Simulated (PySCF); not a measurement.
A structure optimised at PBE-D3(BJ)/def2-SVP, used in a PySCF frequency run:

```xyz
8

Se     0.4857     0.5269     0.0000
N     -1.3245     1.1596     0.0000
H     -1.4141     1.7716     0.8243
H     -1.4141     1.7716    -0.8243
Si    -0.2360    -1.6549     0.0000
H      1.0004    -2.5159     0.0000
H     -1.0555    -1.9463     1.2258
H     -1.0555    -1.9463    -1.2258
```
Charge 0, spin multiplicity 1.

Q: Write its SMILES, formula and point group.

A: N[Se][SiH3], H5NSeSi, Cs

Q: What are its rotational constants (standard atomic weights)?

A: 9.1194, 3.5537, 2.6763 GHz
